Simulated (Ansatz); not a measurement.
System: sum formula H$_{2}$SiO$_{2}$, net charge -1, doublet state. 
Coordinates optimised at B3LYP-D3(BJ)/def2-TZVP (Ansatz, a first-principles code):
```xyz
5

Si    -0.1128    -0.0475     0.6799
O      0.4332    -1.2542    -0.4904
H      1.1804    -0.8957    -0.9839
O     -0.2807     1.3185    -0.4289
H     -0.8214     1.0470    -1.1802
```
Charge -1, spin multiplicity 2.

**Question.** Give the harmonic wavenumbers at B3LYP-D3(BJ)/def2-TZVP (Ansatz, finite differences of forces, unscaled).

**Answer.** 147, 236, 406, 623, 643, 806, 850, 3750, 3758 cm⁻¹. Zero-point energy 16.0 kcal/mol.

**Question.** From these and the geometry, give the ideal-gas thermochemistry at 298.15 K and 1 atm (rigid rotor, harmonic oscillator).

**Answer.** Point group C2, rotational symmetry number 2. Rotational constants 21.3, 8.285, 6.107 GHz. S(trans) 38.30, S(rot) 21.84, S(vib) 6.66, S(elec, spin only) 1.38, S 68.2 cal/(mol K). H(298) - H(0) 3.55 kcal/mol; G - E(el) -0.7 kcal/mol.
